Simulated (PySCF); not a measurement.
# Finite-field polarisability of Kr (krypton, neutral)

[Kr], closed-shell 1S. All numbers are calculated (PySCF 2.14, no relativity, point nucleus, in def2-QZVPPD (12s8p5d4f1g, 98 functions)). Frozen: [Ar] 3d10. Energy changes in a uniform field (μhartree):

| axis | F (au) | HF | MP2 | CCSD | CCSD(T) |
| --- | --- | --- | --- | --- | --- |
| x | 0.0035 | -100.871 | -102.914 | -102.180 | -102.716 |
| x | 0.007 | -403.592 | -411.779 | -408.843 | -410.991 |

(1) Derive α along x at CCSD(T) from the two fields.

(2) And the mean polarisability at each level?

Results:

(1) With ΔE = −αF²/2 − γF⁴/24, α = −(16 ΔE(F) − ΔE(2F))/(6F²) = 16.77 bohr³.

(2) HF 16.47, MP2 16.80, CCSD 16.68, CCSD(T) 16.77 bohr³. Reference: 16.78 ± 0.02 bohr³ (recommended; Schwerdtfeger and Nagle, table of static dipole polarizabilities (2023 update)).
